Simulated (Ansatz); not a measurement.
Input file for Ansatz (a program for electronic structure): R-B3LYP-D3(BJ)/def2-TZVP on NH3 (SMILES N).

Ansatz 0.2 input:
```yaml
crystal:
  periodic: [false, false, false]
  atoms:
    - {symbol: N, position_ang: [0.00000000, -0.00000000, 0.29120000]}
    - {symbol: H, position_ang: [0.00000000, 0.93970000, -0.09710000]}
    - {symbol: H, position_ang: [0.81380000, -0.46990000, -0.09710000]}
    - {symbol: H, position_ang: [-0.81380000, -0.46990000, -0.09710000]}
basis:
  gaussian:
    orbitals: def2-TZVP
hamiltonian:
  xc: b3lyp
  dispersion: d3bj
relax: {f_tol: 0.004, max_steps: 120}
scf: {lower_state_search: off}
```

Program output:

```
WARN ansatz: RAYON_NUM_THREADS=4 ignored (pool sized by the plan → 4); use --threads N
Functional definition: B3LYP
these checks for a lower state are left out or cut short: stability, starts, cluster_reference, orbital_swaps, neighbouring_geometries, increment
integrals: 0.00 GiB planned
287 factors; their error is unknown
mean field: 0.09 GiB planned
mean field evaluation 1: about -1533.4057 eV, gradient 5.9e1 eV
mean field evaluation 2: about -1525.4168 eV, gradient 8.1e1 eV
mean field evaluation 4: about -1539.7767 eV, gradient 2.0e-1 eV
mean field evaluation 8: about -1539.7731 eV, gradient 2.4e-1 eV
mean field evaluation 16: about -1539.7731 eV, gradient 5.6e-6 eV
mean field -1539.77313136 eV, -56.5856188819 hartree, gradient 5.6e-6 eV, S^2 0.000000; 0 other end points of the search recorded, 0 dependent functions left out
the calculation of the forces begins
reference -1539.77327474 eV, -56.5856241508 hartree; 5, 5 occupied and 44, 44 virtual orbitals, 287 factors
relax step   1: F+E_penalty+E_count = -1539.80631211 eV  Δ(F+E_penalty+E_count) = +0.000e0 eV  max|allowed force component| = 2.292e-1 eV/Å  Δτ_max = 0.0000 Å  (14 SCF iters, accepted)
these checks for a lower state are left out or cut short: stability, starts, cluster_reference, orbital_swaps, neighbouring_geometries, increment
integrals: 0.00 GiB planned
287 factors; their error is unknown
mean field: 0.09 GiB planned
mean field -1539.77408777 eV, -56.5856540292 hartree, gradient 1.3e-6 eV, S^2 0.000000; 0 other end points of the search recorded, 0 dependent functions left out
the calculation of the forces begins
reference -1539.77423162 eV, -56.5856593155 hartree; 5, 5 occupied and 44, 44 virtual orbitals, 287 factors
relax step   2: F+E_penalty+E_count = -1539.80726713 eV  Δ(F+E_penalty+E_count) = -9.550e-4 eV  max|allowed force component| = 1.358e-1 eV/Å  Δτ_max = 0.0044 Å  (19 SCF iters, accepted)
these checks for a lower state are left out or cut short: stability, starts, cluster_reference, orbital_swaps, neighbouring_geometries, increment
integrals: 0.00 GiB planned
287 factors; their error is unknown
mean field: 0.09 GiB planned
mean field evaluation 32: about -1539.7745 eV, gradient 1.4e-6 eV
mean field -1539.77454728 eV, -56.5856709159 hartree, gradient 1.4e-6 eV, S^2 0.000000; 0 other end points of the search recorded, 0 dependent functions left out
the calculation of the forces begins
reference -1539.77469206 eV, -56.5856762365 hartree; 5, 5 occupied and 44, 44 virtual orbitals, 287 factors
relax step   3: F+E_penalty+E_count = -1539.80772173 eV  Δ(F+E_penalty+E_count) = -4.546e-4 eV  max|allowed force component| = 5.817e-2 eV/Å  Δτ_max = 0.0092 Å  (18 SCF iters, accepted)
these checks for a lower state are left out or cut short: stability, starts, cluster_reference, orbital_swaps, neighbouring_geometries, increment
integrals: 0.00 GiB planned
287 factors; their error is unknown
mean field: 0.09 GiB planned
mean field -1539.77469393 eV, -56.5856763050 hartree, gradient 1.4e-6 eV, S^2 0.000000; 0 other end points of the search recorded, 0 dependent functions left out
the calculation of the forces begins
reference -1539.77483858 eV, -56.5856816210 hartree; 5, 5 occupied and 44, 44 virtual orbitals, 287 factors
relax step   4: F+E_penalty+E_count = -1539.80787032 eV  Δ(F+E_penalty+E_count) = -1.486e-4 eV  max|allowed force component| = 5.161e-4 eV/Å  Δτ_max = 0.0020 Å  (19 SCF iters, accepted)
Total energy: -1539.80801498 eV, -56.5869008311 hartree
Atom 0 at     0.000000    -0.000022     0.279069 Å, force    -0.000000    -0.000136    -0.000290 eV/Å
Atom 1 at    -0.000000     0.942801    -0.093062 Å, force    -0.000000    -0.000503     0.000061 eV/Å
Atom 2 at     0.816512    -0.471440    -0.093053 Å, force    -0.000516     0.000319     0.000115 eV/Å
Atom 3 at    -0.816512    -0.471440    -0.093053 Å, force     0.000516     0.000319     0.000115 eV/Å
Dipole moment:    -0.000000    -0.000002    -0.348456 e Å
Checks for a lower state left out: stability, starts, cluster_reference, orbital_swaps, neighbouring_geometries, increment
```

The run converged.

Cost: roughly 0.6 core-seconds.
